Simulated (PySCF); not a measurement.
F₂H₂O₂SW, SMILES [OH][W]([OH])([F])([F])=[S], multiplicity 1.

The structure is a stationary point at B3LYP-D3(BJ)/def2-SVP. The spin state was assumed, not searched. The structure was generated by enumeration; whether it is a known compound was not checked. The def2 effective core potentials stand for the cores of W; spin–orbit coupling is left out. The values are those of a single conformer.

Method: PySCF with M06-2X/def2-TZVP.

The molecule is in vacuum.

- total energy: -816.75734 hartree
- point group: Cs
- highest occupied level: -9.49 eV
- lowest empty level: -2.21 eV
- orbital gap: 7.28 eV
- dipole moment: 0.487 e·Å
- quadrupole, principal values (traceless, Buckingham form, about the centre of nuclear charge): -10.02, 4.93, 5.09 D·Å
- mean static polarisability: 67.0 bohr³ (9.93 Å³)
- polarisability, principal values: 53.9, 64.3, 82.8 bohr³
